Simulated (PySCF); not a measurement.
ClFH₃NOSi, SMILES N[Si@@](O)(F)Cl. Geometry: PBE0-D3(BJ)/def2-SVP. The structure was generated by enumeration; whether it is a known compound was not checked. Other conformers were not sampled.

Level of theory: PBE0-D3(BJ)/def2-SVP (PySCF 2.14.0).

Harmonic wavenumbers (cm⁻¹): 164, 196, 226, 277, 318, 331, 385, 440, 559, 795, 811, 874, 955, 1006, 1539, 3617, 3717, 3921. Rotational constants (GHz): 3.862, 2.370, 2.319; symmetry number 1.

Problem. Work out the zero-point energy and the ideal-gas rigid-rotor harmonic-oscillator thermochemistry at 298.15 K and 1 atm.

Solution. ZPE = ½ Σ hcν = ½ × 20131 cm⁻¹ = 28.78 kcal/mol. H − E(el) = 33.67 kcal/mol. Entropy in cal/(mol K): translation 40.15, rotation 27.12, vibration 13.86, total 81.13. G − E(el) = 9.48 kcal/mol. Cp = 25.15 cal/(mol K).
